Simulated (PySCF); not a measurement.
GeH₇NSi, SMILES [SiH3][NH][GeH3].

Coordinates come from a B3LYP-D3(BJ)/def2-SVP optimisation. This is a generated structure with no PubChem entry under its InChIKey; it may be hypothetical.

All values below come from B3LYP-D3(BJ)/def2-SVP (PySCF).

Frequencies are harmonic and unscaled.

Q: Estimate the vibrational spectrum. (An estimate is asked for; the answer gives what the named calculation found.)

A: 
```json
[
 {"mode": "1", "ν (cm⁻¹)": "53", "IR (km/mol)": "0.2", "moving atoms (share of kinetic energy)": "H 68 %, N 28 %"},
 {"mode": "2", "ν (cm⁻¹)": "65", "IR (km/mol)": "0.1", "moving atoms (share of kinetic energy)": "H 95 %"},
 {"mode": "3", "ν (cm⁻¹)": "182", "IR (km/mol)": "1.4", "moving atoms (share of kinetic energy)": "Si 34 %, H 24 %, N 23 %, Ge 18 %"},
 {"mode": "4", "ν (cm⁻¹)": "344", "IR (km/mol)": "70.1", "moving atoms (share of kinetic energy)": "H 85 %, N 12 %"},
 {"mode": "5", "ν (cm⁻¹)": "523", "IR (km/mol)": "9.6", "moving atoms (share of kinetic energy)": "H 34 %, N 30 %, Si 19 %, Ge 17 %"},
 {"mode": "6", "ν (cm⁻¹)": "601", "IR (km/mol)": "4.9", "moving atoms (share of kinetic energy)": "H 89 %"},
 {"mode": "7", "ν (cm⁻¹)": "633", "IR (km/mol)": "43.2", "moving atoms (share of kinetic energy)": "H 90 %"},
 {"mode": "8", "ν (cm⁻¹)": "709", "IR (km/mol)": "65.6", "moving atoms (share of kinetic energy)": "H 83 %, Si 8 %, N 8 %"},
 {"mode": "9", "ν (cm⁻¹)": "787", "IR (km/mol)": "122.9", "moving atoms (share of kinetic energy)": "H 62 %, N 27 %"},
 {"mode": "10", "ν (cm⁻¹)": "841", "IR (km/mol)": "342.3", "moving atoms (share of kinetic energy)": "H 80 %, N 11 %"},
 {"mode": "11", "ν (cm⁻¹)": "866", "IR (km/mol)": "117.8", "moving atoms (share of kinetic energy)": "H 90 %"},
 {"mode": "12", "ν (cm⁻¹)": "895", "IR (km/mol)": "69.6", "moving atoms (share of kinetic energy)": "H 96 %"},
 {"mode": "13", "ν (cm⁻¹)": "926", "IR (km/mol)": "74.7", "moving atoms (share of kinetic energy)": "H 90 %"},
 {"mode": "14", "ν (cm⁻¹)": "943", "IR (km/mol)": "23.3", "moving atoms (share of kinetic energy)": "H 58 %, N 31 %, Si 10 %"},
 {"mode": "15", "ν (cm⁻¹)": "976", "IR (km/mol)": "87.6", "moving atoms (share of kinetic energy)": "H 95 %"},
 {"mode": "16", "ν (cm⁻¹)": "1005", "IR (km/mol)": "195.3", "moving atoms (share of kinetic energy)": "H 94 %"},
 {"mode": "17", "ν (cm⁻¹)": "1190", "IR (km/mol)": "102.3", "moving atoms (share of kinetic energy)": "H 74 %, N 24 %"},
 {"mode": "18", "ν (cm⁻¹)": "2099", "IR (km/mol)": "155.9", "moving atoms (share of kinetic energy)": "H 99 %"},
 {"mode": "19", "ν (cm⁻¹)": "2125", "IR (km/mol)": "132.7", "moving atoms (share of kinetic energy)": "H 99 %"},
 {"mode": "20", "ν (cm⁻¹)": "2152", "IR (km/mol)": "80.2", "moving atoms (share of kinetic energy)": "H 99 %"},
 {"mode": "21", "ν (cm⁻¹)": "2178", "IR (km/mol)": "180.1", "moving atoms (share of kinetic energy)": "H 96 %"},
 {"mode": "22", "ν (cm⁻¹)": "2207", "IR (km/mol)": "140.7", "moving atoms (share of kinetic energy)": "H 97 %"},
 {"mode": "23", "ν (cm⁻¹)": "2229", "IR (km/mol)": "99.5", "moving atoms (share of kinetic energy)": "H 97 %"},
 {"mode": "24", "ν (cm⁻¹)": "3575", "IR (km/mol)": "27.1", "moving atoms (share of kinetic energy)": "H 93 %"}
]
```
